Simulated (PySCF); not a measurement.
C₆H₁₆Ge (SMILES CC[CH2][Ge]([CH3])([CH3])[CH3]), singlet, at a GFN2-xTB geometry, with bond 22-7 at 1.8 times its length; CASSCF(8,6)/STO-3G (PySCF).

Input for PySCF:
```python
from pyscf import gto, scf, mcscf
import numpy

mol = gto.Mole()
mol.atom = '''
    C     3.621349    0.070053    0.266057
    C     2.167173   -0.328299    0.488743
    C     1.214330    0.514795   -0.348079
    Ge   -0.711872    0.034671   -0.095417
    C    -1.021054   -1.861962   -0.607770
    C    -1.239902    0.285984    1.805462
    C    -1.829682    1.212768   -1.245377
    H     3.775483    1.113343    0.534596
    H     3.894672   -0.056474   -0.779702
    H     4.286372   -0.542430    0.871518
    H     1.919980   -0.213079    1.546711
    H     2.039147   -1.382674    0.232662
    H     1.467869    0.407117   -1.404084
    H     1.349518    1.568702   -0.099034
    H    -0.692142   -2.046526   -1.626140
    H    -2.077386   -2.106007   -0.544660
    H    -0.480815   -2.535480    0.050667
    H    -1.033133    1.300216    2.133948
    H    -0.698660   -0.397388    2.452829
    H    -2.302108    0.099592    1.933347
    H    -1.570367    1.090610   -2.292716
    H    -3.724959    0.783130   -1.034845
    H    -1.689196    2.256889   -0.982393
'''
mol.basis = 'sto-3g'
mol.charge = 0
mol.spin = 0
mol.verbose = 4
mol.build()

mf = scf.RHF(mol)
mf.kernel()
mc = mcscf.CASSCF(mf, 6, 8)
mc.fix_spin_(ss=0.0)
mc.kernel()
occ = numpy.linalg.eigvalsh(mc.fcisolver.make_rdm1(mc.ci, mc.ncas, mc.nelecas))[::-1]
ss = mc.fcisolver.spin_square(mc.ci, mc.ncas, mc.nelecas)[0]
print('natural occupations', occ.round(4), ' <S^2>', round(ss, 4))
```

### Question
Predict the main parts of the log of this PySCF run.

### Answer

```
PySCF version 2.14.0

[INPUT] verbose = 4
[INPUT] num. atoms = 23
[INPUT] num. electrons = 84
[INPUT] charge = 0
[INPUT] spin (= nelec alpha-beta = 2S) = 0
[INPUT] symmetry False subgroup None
[INPUT] Mole.unit = angstrom
[INPUT] Symbol           X                Y                Z      unit          X                Y                Z       unit  Magmom
[...]
nuclear repulsion = 578.414797093261
number of shells = 42
number of NR pGTOs = 192
number of NR cGTOs = 64
basis = sto-3g
ecp = {}

******** <class 'pyscf.scf.hf.RHF'> ********
method = RHF
initial guess = minao
damping factor = 0
level_shift factor = 0
DIIS = <class 'pyscf.scf.diis.CDIIS'>
diis_start_cycle = 1
diis_space = 8
diis_damp = 0
SCF conv_tol = 1e-09
SCF conv_tol_grad = None
SCF max_cycles = 50
direct_scf = True
direct_scf_tol = 1e-13
Set gradient conv threshold to 3.16228e-05
Initial guess from minao.
init E= -2283.07352578143
[...]
cycle= 1 E= -2285.24302691462  delta_E= -2.17  |g|= 0.551  |ddm|= 5.31
[...]
cycle= 2 E= -2285.37335224781  delta_E= -0.13  |g|= 0.104  |ddm|= 1.09
[...]
cycle= 3 E= -2285.37752848616  delta_E= -0.00418  |g|= 0.0491  |ddm|= 0.215
[...]
cycle= 4 E= -2285.37845346256  delta_E= -0.000925  |g|= 0.0111  |ddm|= 0.0794
[...]
cycle= 5 E= -2285.37851600019  delta_E= -6.25e-05  |g|= 0.00135  |ddm|= 0.0225
[...]
cycle= 6 E= -2285.37851748714  delta_E= -1.49e-06  |g|= 0.00053  |ddm|= 0.00306
[...]
cycle= 7 E= -2285.37851778011  delta_E= -2.93e-07  |g|= 0.000136  |ddm|= 0.00157
[...]
cycle= 8 E= -2285.37851780413  delta_E= -2.4e-08  |g|= 3.38e-05  |ddm|= 0.000469
[...]
cycle= 9 E= -2285.37851780543  delta_E= -1.3e-09  |g|= 8.64e-06  |ddm|= 0.000107
[...]
cycle= 10 E= -2285.37851780548  delta_E= -5.55e-11  |g|= 1.82e-06  |ddm|= 2.49e-05
[...]
Extra cycle  E= -2285.37851780549  delta_E= -3.18e-12  |g|= 7.74e-07  |ddm|= 3.98e-06
converged SCF energy = -2285.37851780549

******** <class 'pyscf.mcscf.mc1step.CASSCF'> ********
CAS (4e+4e, 6o), ncore = 38, nvir = 20
max_cycle_macro = 50
max_cycle_micro = 4
conv_tol = 1e-07
conv_tol_grad = None
orbital rotation max_stepsize = 0.02
orbital rotation threshold for CI restart = 0.01
augmented hessian ah_max_cycle = 30
augmented hessian ah_conv_tol = 1e-12
augmented hessian ah_linear dependence = 1e-14
augmented hessian ah_level shift = 1e-08
augmented hessian ah_start_tol = 2.5
augmented hessian ah_start_cycle = 3
augmented hessian ah_grad_trust_region = 3
kf_trust_region = 3
kf_interval = 4
ci_response_space = 4
ci_grad_trust_region = 3
with_dep4 0
natorb = False
canonicalization = True
sorting_mo_energy = False
ao2mo_level = 2
internal_rotation = False
******** <class 'pyscf.fci.addons.SpinPenaltyFCISolver'> ********
max. cycles = 50
conv_tol = 1e-08
davidson only = True
linear dependence = 1e-12
level shift = 0.001
max iter space = 12
nroots = 1
pspace_size = 400
spin = None
CASCI E = -2285.46119715155  S^2 = 0.0000000
Set conv_tol_grad to 0.000316228
macro iter   1 ( 21 JK    4 micro), CASSCF E = -2285.47183743840  dE = -1.06402869e-02  S^2 = 0.0000000
               |grad[o]|=0.0459  |grad[c]|=0.051  |ddm|=0.022  |maxRot[o]|=0.254
macro iter   2 ( 21 JK    4 micro), CASSCF E = -2285.47496947214  dE = -3.13203374e-03  S^2 = 0.0000000
               |grad[o]|=0.0167  |grad[c]|=0.0164  |ddm|=0.0174  |maxRot[o]|=0.201
macro iter   3 ( 17 JK    4 micro), CASSCF E = -2285.47664568501  dE = -1.67621287e-03  S^2 = 0.0000000
               |grad[o]|=0.0107  |grad[c]|=0.00225  |ddm|=0.00771  |maxRot[o]|=0.133
macro iter   4 (  7 JK    2 micro), CASSCF E = -2285.47726643396  dE = -6.20748951e-04  S^2 = 0.0000000
               |grad[o]|=0.00616  |grad[c]|=0.00168  |ddm|=0.0044  |maxRot[o]|=0.0672
macro iter   5 (  7 JK    2 micro), CASSCF E = -2285.47756806415  dE = -3.01630188e-04  S^2 = 0.0000000
               |grad[o]|=0.00373  |grad[c]|=0.00106  |ddm|=0.00319  |maxRot[o]|=0.0692
macro iter   6 (  7 JK    2 micro), CASSCF E = -2285.47768126002  dE = -1.13195871e-04  S^2 = 0.0000000
               |grad[o]|=0.00201  |grad[c]|=0.00319  |ddm|=0.00135  |maxRot[o]|=0.0699
macro iter   7 (  7 JK    2 micro), CASSCF E = -2285.47774058040  dE = -5.93203754e-05  S^2 = 0.0000000
               |grad[o]|=0.00117  |grad[c]|=0.00792  |ddm|=0.000684  |maxRot[o]|=0.0696
macro iter   8 (  7 JK    2 micro), CASSCF E = -2285.47776159208  dE = -2.10116827e-05  S^2 = 0.0000000
               |grad[o]|=0.000613  |grad[c]|=0.00556  |ddm|=0.000598  |maxRot[o]|=0.0697
macro iter   9 (  7 JK    2 micro), CASSCF E = -2285.47776847199  dE = -6.87990905e-06  S^2 = 0.0000000
               |grad[o]|=0.000358  |grad[c]|=0.00184  |ddm|=0.000395  |maxRot[o]|=0.0691
macro iter  10 (  7 JK    2 micro), CASSCF E = -2285.47777262270  dE = -4.15070645e-06  S^2 = 0.0000000
               |grad[o]|=0.000307  |grad[c]|=0.000384  |ddm|=0.000367  |maxRot[o]|=0.0441
macro iter  11 (  7 JK    2 micro), CASSCF E = -2285.47777565445  dE = -3.03175648e-06  S^2 = 0.0000000
               |grad[o]|=0.000224  |grad[c]|=0.00189  |ddm|=0.000136  |maxRot[o]|=0.0698
macro iter  12 (  7 JK    2 micro), CASSCF E = -2285.47778196377  dE = -6.30932118e-06  S^2 = 0.0000000
               |grad[o]|=0.000231  |grad[c]|=0.00343  |ddm|=0.000352  |maxRot[o]|=0.0698
macro iter  13 (  7 JK    2 micro), CASSCF E = -2285.47779431454  dE = -1.23507639e-05  S^2 = 0.0000000
               |grad[o]|=0.000239  |grad[c]|=0.00376  |ddm|=0.000515  |maxRot[o]|=0.0698
macro iter  14 (  7 JK    2 micro), CASSCF E = -2285.47781141047  dE = -1.70959315e-05  S^2 = 0.0000000
               |grad[o]|=0.000264  |grad[c]|=0.00381  |ddm|=0.000579  |maxRot[o]|=0.0698
macro iter  15 (  7 JK    2 micro), CASSCF E = -2285.47783216605  dE = -2.07555813e-05  S^2 = 0.0000000
               |grad[o]|=0.000293  |grad[c]|=0.004  |ddm|=0.000573  |maxRot[o]|=0.0699
macro iter  16 (  7 JK    2 micro), CASSCF E = -2285.47785548356  dE = -2.33175069e-05  S^2 = 0.0000000
               |grad[o]|=0.00032  |grad[c]|=0.00421  |ddm|=0.000563  |maxRot[o]|=0.0699
macro iter  17 (  7 JK    2 micro), CASSCF E = -2285.47788013076  dE = -2.46471991e-05  S^2 = 0.0000000
               |grad[o]|=0.000343  |grad[c]|=0.00425  |ddm|=0.000514  |maxRot[o]|=0.0699
macro iter  18 (  7 JK    2 micro), CASSCF E = -2285.47790572079  dE = -2.55900313e-05  S^2 = 0.0000000
               |grad[o]|=0.000362  |grad[c]|=0.00429  |ddm|=0.000515  |maxRot[o]|=0.0699
macro iter  19 (  7 JK    2 micro), CASSCF E = -2285.47793107000  dE = -2.53492090e-05  S^2 = 0.0000000
               |grad[o]|=0.000373  |grad[c]|=0.00407  |ddm|=0.00048  |maxRot[o]|=0.0699
macro iter  20 (  7 JK    2 micro), CASSCF E = -2285.47795557370  dE = -2.45037018e-05  S^2 = 0.0000000
               |grad[o]|=0.000373  |grad[c]|=0.00378  |ddm|=0.000486  |maxRot[o]|=0.0699
macro iter  21 (  7 JK    2 micro), CASSCF E = -2285.47797848995  dE = -2.29162547e-05  S^2 = 0.0000000
               |grad[o]|=0.000365  |grad[c]|=0.00338  |ddm|=0.000483  |maxRot[o]|=0.0699
macro iter  22 (  7 JK    2 micro), CASSCF E = -2285.47799928409  dE = -2.07941325e-05  S^2 = 0.0000000
               |grad[o]|=0.000347  |grad[c]|=0.00301  |ddm|=0.000509  |maxRot[o]|=0.0699
macro iter  23 (  7 JK    2 micro), CASSCF E = -2285.47801738527  dE = -1.81011837e-05  S^2 = 0.0000000
               |grad[o]|=0.000318  |grad[c]|=0.00273  |ddm|=0.000533  |maxRot[o]|=0.0699
macro iter  24 (  7 JK    2 micro), CASSCF E = -2285.47803262089  dE = -1.52356242e-05  S^2 = 0.0000000
               |grad[o]|=0.000277  |grad[c]|=0.00276  |ddm|=0.00059  |maxRot[o]|=0.0699
macro iter  25 (  7 JK    2 micro), CASSCF E = -2285.47804518737  dE = -1.25664715e-05  S^2 = 0.0000000
               |grad[o]|=0.000225  |grad[c]|=0.0035  |ddm|=0.000709  |maxRot[o]|=0.0699
macro iter  26 (  6 JK    2 micro), CASSCF E = -2285.47805352747  dE = -8.34010734e-06  S^2 = 0.0000000
               |grad[o]|=0.000167  |grad[c]|=0.0033  |ddm|=0.000649  |maxRot[o]|=0.0487
macro iter  27 (  7 JK    2 micro), CASSCF E = -2285.47805976162  dE = -6.23414599e-06  S^2 = 0.0000000
               |grad[o]|=0.000122  |grad[c]|=0.0034  |ddm|=0.000545  |maxRot[o]|=0.059
macro iter  28 (  6 JK    1 micro), CASSCF E = -2285.47806259581  dE = -2.83418876e-06  S^2 = 0.0000000
               |grad[o]|=9.89e-05  |grad[c]|=0.00154  |ddm|=0.000195  |maxRot[o]|=0.0436
macro iter  29 (  6 JK    1 micro), CASSCF E = -2285.47806363762  dE = -1.04181254e-06  S^2 = 0.0000000
               |grad[o]|=0.000115  |grad[c]|=0.000795  |ddm|=0.000105  |maxRot[o]|=0.0264
macro iter  30 (  6 JK    1 micro), CASSCF E = -2285.47806466620  dE = -1.02858303e-06  S^2 = 0.0000000
               |grad[o]|=0.000153  |grad[c]|=0.000853  |ddm|=7.96e-05  |maxRot[o]|=0.0244
macro iter  31 (  6 JK    1 micro), CASSCF E = -2285.47806492016  dE = -2.53960479e-07  S^2 = 0.0000000
               |grad[o]|=5.48e-05  |grad[c]|=0.000349  |ddm|=2.92e-05  |maxRot[o]|=0.0146
macro iter  32 (  5 JK    1 micro), CASSCF E = -2285.47806510720  dE = -1.87040314e-07  S^2 = 0.0000000
               |grad[o]|=0.000105  |grad[c]|=0.000284  |ddm|=3.53e-05  |maxRot[o]|=0.0092
macro iter  33 (  4 JK    1 micro), CASSCF E = -2285.47806514866  dE = -4.14543138e-08  S^2 = 0.0000000
               |grad[o]|=3.23e-05  |grad[c]|=0.00015  |ddm|=2.68e-05  |maxRot[o]|=0.00608
1-step CASSCF converged in  33 macro (259 JK  66 micro) steps
CASSCF canonicalization
Density matrix diagonal elements [1.96647298 1.99966753 1.9726767  1.76399885 0.27278861 0.02439532]
CASSCF energy = -2285.47806514866
CASCI E = -2285.47806514866  E(CI) = -11.9615132870122  S^2 = 0.0000000
natural occupations [1.9997 1.9995 1.978  1.7262 0.2744 0.0223]  <S^2> 0.0
```
